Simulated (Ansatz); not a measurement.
`Cl[C]1=[CH][GeH2]1` and `CO[C]1=[CH][GeH2]1` differ in one atom or group.

Ansatz, PBE0-D4/def2-TZVP geometries, multiplicity 1. Each molecule was computed in one conformer, which needn't be the lowest.

Scalar relativity is left out up to krypton.

```
                                        property  `Cl[C]1=[CH][GeH2]1`
             LUMO energy (B3LYP/def2-TZVPP) / eV                 -0.72
  size of the dipole moment (PBE/def2-TZVPP) / D                  1.31
             HOMO energy (B3LYP/def2-TZVPP) / eV                 -7.20
              LUMO energy (PBE0/def2-TZVPP) / eV                 -0.49
               HOMO energy (PBE/def2-TZVPP) / eV                 -6.29
size of the dipole moment (B3LYP/def2-TZVPP) / D                  1.48
```

(1) What does the change do to each property? (Best estimate.)

Results:

(1) The calculation gave: 
```csv
property,`CO[C]1=[CH][GeH2]1`,shift
LUMO energy (B3LYP/def2-TZVPP) / eV,-0.10,0.62
size of the dipole moment (PBE/def2-TZVPP) / D,1.44,0.13
HOMO energy (B3LYP/def2-TZVPP) / eV,-6.62,0.58
LUMO energy (PBE0/def2-TZVPP) / eV,0.15,0.64
HOMO energy (PBE/def2-TZVPP) / eV,-5.69,0.60
size of the dipole moment (B3LYP/def2-TZVPP) / D,1.48,0.00
```

With PBE0 the HOMO rises by 0.55 eV and the LUMO rises by 0.64 eV, so the gap widens by about 0.09 eV. PBE moves the HOMO by 0.60 eV and ωB97M-V by 0.47 eV. Dipoles are sizes alone; their direction can turn.

B3LYP here is the variant with VWN-RPA as its local correlation; programs differ in this.
